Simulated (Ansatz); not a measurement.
Ansatz (a quantum-chemistry and plane-wave program) input (B3LYP-D3(BJ)/def2-TZVP):

Ansatz 0.2 input:
```yaml
crystal:
  periodic: [false, false, false]
  atoms:
    - {symbol: Zn, position_ang: [0.29259555, -0.11009068, -0.18130292]}
    - {symbol: F, position_ang: [-0.68410736, 1.40534720, -0.75680500]}
    - {symbol: F, position_ang: [-0.29121115, -1.03837828, 1.36114807]}
basis:
  gaussian:
    orbitals: def2-TZVP
hamiltonian:
  xc: b3lyp
  dispersion: d3bj
total_charge: -1
magnetization: {spin_polarized: true, initial_magnetization: 1}
phonons: {temperatures: {t_min: 298.15, t_max: 298.15, t_step: 100}}
```

Output:

```
Functional definition: B3LYP
integrals: 0.04 GiB planned
837 factors; their error is unknown
mean field: 0.48 GiB planned
mean field evaluation 1: about -53858.0245 eV, gradient 2.9e1 eV
mean field evaluation 2: about -53855.0133 eV, gradient 5.4e1 eV
mean field evaluation 4: about -53859.8758 eV, gradient 9.9e-1 eV
mean field evaluation 8: about -53859.9602 eV, gradient 3.5e-2 eV
mean field -53859.96019673 eV, -1979.3170296375 hartree, gradient 3.5e-5 eV, S^2 0.751353; 0 other end points of the search recorded, 0 dependent functions left out
the calculation of the forces begins
reference -53859.96040472 eV, -1979.3170372810 hartree; 25, 24 occupied and 85, 86 virtual orbitals, 837 factors
these checks for a lower state are left out or cut short: stability, starts, cluster_reference, orbital_swaps, neighbouring_geometries, increment
integrals: 0.04 GiB planned
837 factors; their error is unknown
mean field: 0.48 GiB planned
mean field evaluation 16: about -53859.8794 eV, gradient 8.8e-2 eV
mean field -53859.96017198 eV, -1979.3170287281 hartree, gradient 1.7e-6 eV, S^2 0.751355; 0 other end points of the search recorded, 0 dependent functions left out
the calculation of the forces begins
reference -53859.96037997 eV, -1979.3170363717 hartree; 25, 24 occupied and 85, 86 virtual orbitals, 837 factors
these checks for a lower state are left out or cut short: stability, starts, cluster_reference, orbital_swaps, neighbouring_geometries, increment
integrals: 0.04 GiB planned
837 factors; their error is unknown
mean field: 0.48 GiB planned
mean field -53859.96017056 eV, -1979.3170286758 hartree, gradient 1.4e-6 eV, S^2 0.751352; 0 other end points of the search recorded, 0 dependent functions left out
the calculation of the forces begins
reference -53859.96037855 eV, -1979.3170363192 hartree; 25, 24 occupied and 85, 86 virtual orbitals, 837 factors
these checks for a lower state are left out or cut short: stability, starts, cluster_reference, orbital_swaps, neighbouring_geometries, increment
integrals: 0.04 GiB planned
837 factors; their error is unknown
mean field: 0.48 GiB planned
mean field evaluation 32: about -53859.9602 eV, gradient 2.0e-5 eV
mean field -53859.96015742 eV, -1979.3170281930 hartree, gradient 1.7e-6 eV, S^2 0.751351; 0 other end points of the search recorded, 0 dependent functions left out
the calculation of the forces begins
reference -53859.96036540 eV, -1979.3170358362 hartree; 25, 24 occupied and 85, 86 virtual orbitals, 837 factors
these checks for a lower state are left out or cut short: stability, starts, cluster_reference, orbital_swaps, neighbouring_geometries, increment
integrals: 0.04 GiB planned
837 factors; their error is unknown
mean field: 0.48 GiB planned
mean field -53859.96017194 eV, -1979.3170287267 hartree, gradient 1.8e-6 eV, S^2 0.751356; 0 other end points of the search recorded, 0 dependent functions left out
the calculation of the forces begins
reference -53859.96037994 eV, -1979.3170363705 hartree; 25, 24 occupied and 85, 86 virtual orbitals, 837 factors
these checks for a lower state are left out or cut short: stability, starts, cluster_reference, orbital_swaps, neighbouring_geometries, increment
integrals: 0.04 GiB planned
837 factors; their error is unknown
mean field: 0.48 GiB planned
mean field -53859.96019939 eV, -1979.3170297352 hartree, gradient 1.2e-6 eV, S^2 0.751354; 0 other end points of the search recorded, 0 dependent functions left out
the calculation of the forces begins
reference -53859.96040738 eV, -1979.3170373789 hartree; 25, 24 occupied and 85, 86 virtual orbitals, 837 factors
these checks for a lower state are left out or cut short: stability, starts, cluster_reference, orbital_swaps, neighbouring_geometries, increment
integrals: 0.04 GiB planned
837 factors; their error is unknown
mean field: 0.48 GiB planned
mean field -53859.96018760 eV, -1979.3170293020 hartree, gradient 1.3e-6 eV, S^2 0.751353; 0 other end points of the search recorded, 0 dependent functions left out
the calculation of the forces begins
reference -53859.96039558 eV, -1979.3170369454 hartree; 25, 24 occupied and 85, 86 virtual orbitals, 837 factors
Total energy: -53860.00310615 eV, -1979.3186065297 hartree
Atom 0 at     0.292596    -0.110091    -0.181303 Å, force    -0.000100     0.000038     0.000062 eV/Å
Atom 1 at    -0.684107     1.405347    -0.756805 Å, force     0.000061    -0.000085     0.000026 eV/Å
Atom 2 at    -0.291211    -1.038378     1.361148 Å, force     0.000039     0.000047    -0.000088 eV/Å
Dipole moment:     0.215178    -0.080962    -0.133332 e Å
Vibrations: 141.17 453.75 477.53 cm⁻¹, zero-point energy 0.066484 eV
```

The spin state was set by rule; other spins were not relaxed.
